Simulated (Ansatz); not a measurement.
C$_{2}$H$_{3}$AlF$_{2}$, SMILES `FC(F)=[CH][AlH2]`. Total charge 0; spin multiplicity 1. Geometry: relaxed with PBE0-D4/def2-TZVP.

```xyz
8

F    -2.560   -0.072   -0.485
C    -1.300    0.262   -0.313
F    -1.176    1.545   -0.573
C    -0.322   -0.547    0.059
Al    1.512   -0.004    0.297
H    -0.648   -1.570    0.222
H     2.551   -1.111    0.750
H     1.943    1.497    0.044
```

Problem. What is the dipole moment at B3LYP/def2-TZVPP? (Estimate.)

Solution. Computed: 0.74 D, with components (0.13, -0.71, 0.18) D in this frame, pointing from negative to positive charge.

Problem. And with PBE, r2SCAN, ωB97M-V? (Best estimate.)

Solution. Computed: PBE 0.63 D, r2SCAN 0.66 D, ωB97M-V 0.72 D.

Problem. Give the Mulliken charges with B3LYP, PBE, r2SCAN in def2-TZVPP. (Best estimate.)

Solution. Computed: 
| atom | B3LYP | PBE | r2SCAN |
| --- | --- | --- | --- |
| F1 | -0.16 | -0.11 | -0.16 |
| C2 | 0.40 | 0.33 | 0.43 |
| F3 | -0.16 | -0.11 | -0.15 |
| C4 | -0.39 | -0.36 | -0.44 |
| Al5 | 0.46 | 0.37 | 0.53 |
| H6 | 0.11 | 0.10 | 0.09 |
| H7 | -0.14 | -0.11 | -0.16 |
| H8 | -0.13 | -0.11 | -0.14 |

B3LYP here is the variant with VWN-RPA as its local correlation; programs differ in this.
